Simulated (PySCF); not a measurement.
**Removal energies of Pb²⁺ from EOM-IP-GCCSD**

Reference: closed-shell Pb²⁺, [Xe] 4f14 5d10 6s2; one electron is removed. Calculated with PySCF 2.14, two-component X2C-1e with screened spin-orbit coupling, x2c-TZVPPall-2c with one added diffuse shell each of s, p, d, f type (12s12p10d4f, 126 functions); frozen [Kr] 4d10 4f14; the 40 highest virtual spinors dropped; of the others 110 kept and the rest restored at second order. No Breit or QED terms. Binding energies in eV.

| level | Koopmans | second order | EOM-CCSD |
| --- | --- | --- | --- |
| 5d3/2 | 47.810 | 45.867 | 46.680 |
| 5d5/2 | 44.910 | 43.167 | 43.912 |
| 6s1/2 | 30.202 | 31.699 | 31.708 |

For comparison, the ionisation energy of Pb²⁺ is 31.937 eV (measured; NIST Atomic Spectra Database, ionization energies).

Only part of the computed levels is shown.
